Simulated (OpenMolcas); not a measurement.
# W5+ in a point-charge field

W5+ among 6 point charges of -1 e arranged as a trigonal prism (D3h), 1.9 Å from the ion, with a polar angle of 56.0° against the regular 49.1°.

```json
{"Program": "OpenMolcas", "Method": "SS-CASPT2, IPEA 0.25 Eh, imaginary shift 0.1 Eh (closed shells correlated: 4f 5s 5p)", "Basis": "ANO-RCC-VDZP [7s6p4d2f1g]", "Scalar Hamiltonian": "DKH2, point nucleus", "Active space": "1 electron in 5 orbitals (5d)", "State averaging": "2S+1 = 2 even, 5 roots", "Spin-orbit coupling": "RASSI with atomic mean-field integrals over the reference wave functions"}
```

The lowest spin-free states (labels of D3, the rotations of D3h), above the lowest:

```tsv
State	Degeneracy	E (cm-1)	Free-ion L (%)
2A1	1	0	D (100)
2E	2	3700	D (100)
2E	2	5820	D (100)
```

The lowest levels with spin-orbit coupling:

```json
{"E (cm-1)": "0", "Degeneracy": "2", "Label": "E1/2", "2S+1": "2", "g": "0.92 0.92 1.36"}
{"E (cm-1)": "1450", "Degeneracy": "2", "Label": "E3/2", "2S+1": "2", "g": "0.00 0.00 2.27"}
{"E (cm-1)": "10440", "Degeneracy": "2", "Label": "E1/2", "2S+1": "2", "g": "0.64 2.92 2.92"}
{"E (cm-1)": "10940", "Degeneracy": "2", "Label": "E1/2", "2S+1": "2", "g": "0.00 0.00 5.98"}
{"E (cm-1)": "12840", "Degeneracy": "2", "Label": "E3/2", "2S+1": "2", "g": "0.00 0.00 3.71"}
```

Powder χT (cm3 K/mol): 0.111 at 2 K, 0.112 at 10 K, 0.118 at 50 K, 0.125 at 100 K, 0.14 at 200 K, 0.155 at 300 K. The effective moment at 300 K is 2.828 √(χT) = 1.11 μB.

The lowest level has 2S+1 = 2, for which the spin-only value is χT = S(S+1) / 2 = 0.375 cm3 K/mol (g = 2). The computed 0.155 at 300 K differs by -0.220, through orbital momentum, spin-orbit coupling and any other state in reach.

Roots that are degenerate in the reference are averaged as groups; the widest CASPT2 spread within a group is 83 cm-1 (the 2-fold group of multiplicity 2 near 3700 cm-1 above the lowest state of its run). Shifts and gaps below about the spread of the groups concerned are not significant. Spin-orbit coupling mixes the spin-free states strongly: the lowest level takes only 68 % from its leading state, 2A1. Free-ion shares, where given, are those of the reference states; single-state CASPT2 does not remix them. Point charges carry no covalency, so the field is a model and not that of real ligands. No measured value stands beside these numbers.

The CASPT2 steps took 1.8 s on 1 thread of Arm Neoverse V1, with other jobs on the host; the integral step is not counted.
